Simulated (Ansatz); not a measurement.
Computed with Ansatz on PBE0-D4/def2-TZVP structures; ΔE is electronic, products minus reactants. CBS: MP2 limit from def2 TZ/QZ plus the TZ coupled-cluster correction, frozen cores. This one scheme is used for every species. DFT in def2-TZVPP. No spin–orbit coupling; open shells (•) take unrestricted orbitals. One conformer a species, not always the lowest.

Consider the homolysis of the Al–S bond: `[SiH3][O][Al]([SH])[SH]` → `[SiH3][O][Al][SH]`• + `[SH]`•.

```csv
level,ΔE (kJ/mol)
LDA (SPW92),439.6
revPBE-D4,380.6
```

Question: What does CCSD(T)/CBS give? (Estimate.)

Answer: Computed: +410.2 kJ/mol. The listed levels differ from it by 29.4, -29.6 kJ/mol.

Largest T1 diagnostic among the species: 0.014.

Leaving LDA and LC-ωPBE aside and taking each functional with its dispersion term where it has one, the values, not all of them listed here, spread over 34.8 kJ/mol, from BLYP-D4 to ωB97M-V. LDA lies +53.7 kJ/mol from PBE without D4, its usual overbinding. At CCSD(T), def2-SVP lies −31.5 kJ/mol from the extrapolated value and def2-TZVPP −14.4 kJ/mol: correlation converges slowly with the basis, and small sets miss more of it in the bonded molecule than in its fragments. The D4 term adds +10.6 kJ/mol with B3LYP and +6.1 kJ/mol with PBE0; it sums over pairs of atoms, weighted by their polarisabilities, and B3LYP, whose exchange is more repulsive, gets the larger term.

B3LYP here is the variant with VWN-RPA as its local correlation; programs differ in this.
